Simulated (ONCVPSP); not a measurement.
## Cutoff test, cadmium (Cd), ONCV

ONCVPSP 4.0.1 input, shortened (lines: element, Z, core and valence counts, functional; n l f; lmax; l rc ep ncon nbas qcut; lloc lpopt rc5 dvloc0; l nproj debl; icmod fcfact rcfact), PBE, fully relativistic:

```
  Cd 48.00    6    4        4      upf
    1    0    2.00
    2    0    2.00
    2    1    6.00
    3    0    2.00
    3    1    6.00
    3    2   10.00
    4    0    2.00
    4    1    6.00
    4    2   10.00
    5    0    1.00
    2
    0    1.40    0.00    3    6   10.80
    1    1.05    0.00    5    9    8.10
    2    1.05    0.00    4    8   16.70
    2    5    1.05    0.00
    0    3    3.60
    1    2    0.30
    2    0    0.30
    1    0.70    0.00
```

Open shells are filled in proportion to 2j + 1.

In the p channel the program set the typed energies aside and used -2.719, 0.250 Ha (j = l + 1/2; the other j can differ).

For each optimised wave give the share of its norm inside rc, the residual kinetic energy above qcut (Ha) and the cutoffs (Ha) for errors of 10, 1, 0.1 and 0.01 mHa per electron.

| wave | norm inside rc | residual KE | 10 mHa | 1 mHa | 0.1 mHa | 0.01 mHa |
| --- | --- | --- | --- | --- | --- | --- |
| 4s | 0.943 | 2.8e-07 | 27.2 | 34.5 | 40.4 | 45.0 |
| 5s | 0.057 | 1.6e-08 | 22.3 | 32.0 | 39.4 | 45.4 |
| s projector 3 | 0.058 | 7.1e-08 | 25.9 | 35.4 | 42.9 | 48.9 |
| 4p j=3/2 | 0.633 | 1.2e-02 | 34.0 | 186.7 | 233.5 | 258.2 |
| p projector 2 j=3/2 | 0.022 | 8.8e-04 | 11.2 | 31.8 | 81.8 | 276.7 |
| 4p j=1/2 | 0.669 | 1.2e-02 | 34.8 | 193.3 | 236.2 | 260.3 |
| p projector 2 j=1/2 | 0.021 | 9.0e-04 | 11.9 | 32.0 | 76.5 | 264.0 |
| 4d j=5/2 | 0.390 | 1.3e-08 | 32.7 | 54.8 | 83.7 | 103.3 |
| 4d j=3/2 | 0.403 | 1.3e-08 | 33.1 | 53.3 | 81.9 | 102.3 |

The occupied waves need 193 Ha and 236 Ha for 1 and 0.1 mHa. The potential misses its own reference levels by up to 0.4 eV.
